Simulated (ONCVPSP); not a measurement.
## u(r) = r·R(r): atom against pseudo-atom (chromium)

Columns: radius, all-electron u(r) and pseudo u(r) of the 3s shell (level -75.36 eV) of chromium in the configuration [Ne] 3s2 3p6 3d5 4s0.75; PBEsol, scalar-relativistic, ONCV scheme, ONCVPSP 4.0.1.

| r (bohr) | all-electron | pseudo |
| --- | --- | --- |
| 0.090 | -0.0648 | 0.2111 |
| 0.180 | -0.6013 | 0.4127 |
| 0.270 | -0.4599 | 0.5959 |
| 0.360 | -0.0030 | 0.7533 |
| 0.450 | 0.4704 | 0.8793 |
| 0.540 | 0.8323 | 0.9705 |
| 0.630 | 1.0561 | 1.0260 |
| 0.720 | 1.1578 | 1.0468 |
| 0.810 | 1.1690 | 1.0362 |
| 0.900 | 1.1198 | 0.9986 |
| 0.990 | 1.0349 | 0.9397 |
| 1.080 | 0.9323 | 0.8654 |
| 1.170 | 0.8242 | 0.7818 |
| 1.260 | 0.7183 | 0.6941 |
| 1.350 | 0.6191 | 0.6070 |
| 1.440 | 0.5289 | 0.5238 |
| 1.530 | 0.4488 | 0.4470 |
| 1.620 | 0.3786 | 0.3782 |
| 1.710 | 0.3179 | 0.3178 |
| 1.800 | 0.2659 | 0.2659 |
| 1.890 | 0.2217 | 0.2217 |
| 1.980 | 0.1843 | 0.1843 |
| 2.070 | 0.1529 | 0.1529 |
| 2.160 | 0.1266 | 0.1266 |
| 2.250 | 0.1047 | 0.1046 |
| 2.340 | 0.0864 | 0.0863 |

**Question.** How many radial nodes do the two functions have?

**Answer.** The all-electron 3s function has n − l − 1 = 2 (the table is too coarse to show those close to the nucleus); the pseudo-wave has 0, since the states of the same l below it are removed with the core.

**Question.** At about which radius was the pseudo-wave matched?

**Answer.** 1.80 bohr. The columns agree to 0.0005 from 1.62 bohr on; several derivatives are matched, so the curves merge somewhat inside the radius.

**Question.** Is the pseudo-wave norm-conserving?

**Answer.** Yes: the ONCV scheme keeps the norm inside the radius equal to the all-electron one, which fixes the energy derivative of the logarithmic derivative at the level.
